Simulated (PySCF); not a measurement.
SMILES B[SiH2][SiH2][GeH3] (GFN2-xTB optimised geometry):

```
13

B      1.605    -2.241     0.000
Si    -0.334    -2.241     0.000
Si    -1.077    -0.010     0.000
Ge     0.627     1.464    -0.639
H      2.215    -2.205    -0.999
H      2.220    -2.209     0.995
H     -0.989    -2.888    -1.154
H     -1.000    -2.886     1.147
H     -1.545     0.427     1.323
H     -2.220     0.228    -0.890
H      0.572     2.888    -0.157
H      1.995     1.024    -0.181
H      0.839     1.634    -2.117
```

Computed with PBE0/def2-TZVP run with PySCF.

Q: What are the frontier orbital energies and the dipole moment?

A: HOMO-2 -9.14 eV, HOMO-1 -8.48 eV, HOMO -8.13 eV, LUMO -2.68 eV, LUMO+1 -0.42 eV; dipole moment 0.66 D.

Meta-Löwdin charges at PBE0/def2-TZVP: B1 -0.19, Si2 0.24, Si3 0.16, Ge4 0.09, H5 0.04, H6 0.04, H7 -0.07, H8 -0.07, H9 -0.06, H10 -0.06, H11 -0.04, H12 -0.05, H13 -0.04.
